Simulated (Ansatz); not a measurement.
`O[SiH](S)P[SiH3]` at its PBE0-D4/def2-TZVP geometry, where that method's forces vanish. The species carries charge 0 and has multiplicity 1.

```xyz
12

O    -2.3118    1.1615    1.1054
Si   -0.9632    0.8465    0.2243
S     0.6663    2.1956    0.5503
P    -0.1638   -1.1940    0.6868
Si    1.3431   -1.1887   -0.9886
H    -2.2513    1.1002    2.0603
H    -1.3777    1.0676   -1.1774
H     1.1549    1.5197    1.6049
H    -1.1767   -1.8811   -0.0361
H     2.6186   -0.6570   -0.4498
H     0.9232   -0.3731   -2.1586
H     1.5384   -2.5974   -1.4215
```

Task: What forces (eV/Å) does B3LYP-D4/def2-TZVPP give on these atoms in the Gaussian-basis code of Ansatz? (An estimate is asked.)

Result: Computed: 
```
O1  -0.095  0.026  0.091
Si2 -0.102  0.010 -0.238
S3   0.128  0.111  0.054
P4  -0.093 -0.114  0.033
Si5  0.193 -0.062 -0.159
H6  -0.051  0.012  0.040
H7   0.024 -0.013  0.091
H8   0.017  0.032 -0.004
H9   0.028  0.002  0.043
H10 -0.082 -0.034 -0.047
H11  0.037 -0.061  0.079
H12 -0.004  0.091  0.017
```

B3LYP here is the variant with VWN-RPA as its local correlation; programs differ in this.
